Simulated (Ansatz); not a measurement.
System: CH3Si, net charge -1, singlet state. It need not be the lowest isomer of its formula. Whether it binds its extra electron was not tested at this geometry. 
Coordinates optimised at B3LYP-D3(BJ)/def2-TZVP (Ansatz, a first-principles code):
```
C
H 1 1.0904
H 1 1.0921 2 112.47
Si 1 1.7675 2 126.81 3 -180.00
H 4 1.5615 1 98.48 2 0.00
```
Charge -1, spin multiplicity 1.

Total electronic energies in hartree. Correlated levels leave the core frozen unless marked. No spin-orbit coupling. No relativistic terms. FCI takes restricted orbitals. CBS marks a two-point X^-3 extrapolation of the correlation energy; Hartree-Fock from the larger set. [CCSD(T)-MP2]/basis is that difference in the basis named.

The Hartree-Fock reference is unstable (checked in the largest basis), which strains HF and MP2. 

```
level                                                          program  energy (Eh)
-------------------------------------------------------------  -------  -----------
HF/aug-cc-pV(D+d)Z                                              Ansatz   -328.48548
SCS-MP2/STO-3G                                                  Ansatz   -324.56290
CCSD/STO-3G                                                     Ansatz   -324.58460
CCSD/6-31G*                                                     Ansatz   -328.68956
CCSD/cc-pV(Q+d)Z                                                Ansatz   -328.85236
CCSD(T)/def2-TZVPP                                              Ansatz   -328.84145
FCI/STO-3G                                                      Ansatz   -324.58843
RI-MP2/CBS(def2-TZVPPD,def2-QZVPPD)+[CCSD(T)-MP2]/def2-QZVPPD   Ansatz    -328.8874
CCSD(T)/CBS(def2-TZVPPD,def2-QZVPPD)                            Ansatz    -328.8851
```

Totals of different functionals don't rank their quality; only differences between species are comparable.
